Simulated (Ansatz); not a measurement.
```yaml
crystal:
  periodic: [false, false, false]
  atoms:
    - {symbol: F, position_ang: [0.000000, -0.000000, 0.035021]}
    - {symbol: Se, position_ang: [-0.000000, 0.000000, 1.772589]}
basis:
  gaussian: {orbitals: def2-SVPD}
magnetization: {spin_polarized: true, initial_magnetization: 1}
hamiltonian: {xc: {name: HF}}
correlation: {method: mp2, electrons: all}
scf: {max_iter: 3}
output: {forces: true}
```

```sh
$ ansatz run in.yaml --threads 4 --pin off --events-out ev --progress --plain --max-ram 10444MiB
```

Shortened log:

```
Error: invalid value for `basis.gaussian`: such a run doesn't read scf.max_iter; remove what it names
```

Task: Something in this input is off. What?

Result: The input holds a key that doesn't belong there. The program refused the input.
